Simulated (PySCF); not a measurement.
C2H6ClFSi2, SMILES F[SiH2]/C=C(/[SiH3])Cl.

Geometry: B3LYP-D3(BJ)/def2-SVP. The structure was generated by enumeration; whether it is a known compound was not checked. The values are those of a single conformer.

Computed with PySCF with M06-2X/def2-TZVP.

Symmetry labels are those of the subgroup Cs that the program uses (full group Cs).

Computed valence orbital energies around the gap with their symmetry:
```tsv
orbital	symmetry	energy (eV)
HOMO−7	A'	-12.76
HOMO−6	A"	-12.57
HOMO−5	A'	-11.56
HOMO−4	A"	-11.34
HOMO−3	A"	-10.98
HOMO−2	A'	-10.79
HOMO−1	A'	-9.91
HOMO	A"	-9.15
LUMO	A"	-0.60
LUMO+1	A'	0.62
LUMO+2	A'	1.22
LUMO+3	A'	1.42
```
